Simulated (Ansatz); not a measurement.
C₂H₄ClFOSi (`FC1(Cl)CO[SiH2]1`) at its PBE0-D4/def2-TZVP geometry, where that method's forces vanish. The species carries charge 0 and has multiplicity 1.

```xyz
10

F    -1.3747   -1.2383   -0.7884
C    -0.3447   -0.7865   -0.0210
Cl    0.2439   -2.1206    0.9815
C     0.7658   -0.1041   -0.8489
O     0.8034    1.1941   -0.2271
Si   -0.4723    0.9285    0.8136
H     1.7375   -0.5939   -0.7718
H     0.4617   -0.0258   -1.8966
H    -0.1274    1.0312    2.2507
H    -1.6931    1.7156    0.5079
```

Q: What forces (eV/Å) does ωB97M-V/def2-TZVPP give on these atoms in the Gaussian-basis code of Ansatz? (An estimate is asked.)

A: Computed: 
```
F1  -0.206 -0.094 -0.167
C2   0.143  0.230  0.192
Cl3  0.036 -0.083  0.049
C4   0.107 -0.234 -0.253
O5   0.030  0.187  0.073
Si6 -0.139  0.088  0.145
H7  -0.092  0.043 -0.003
H8   0.026 -0.006  0.098
H9  -0.050 -0.024 -0.176
H10  0.146 -0.107  0.041
```
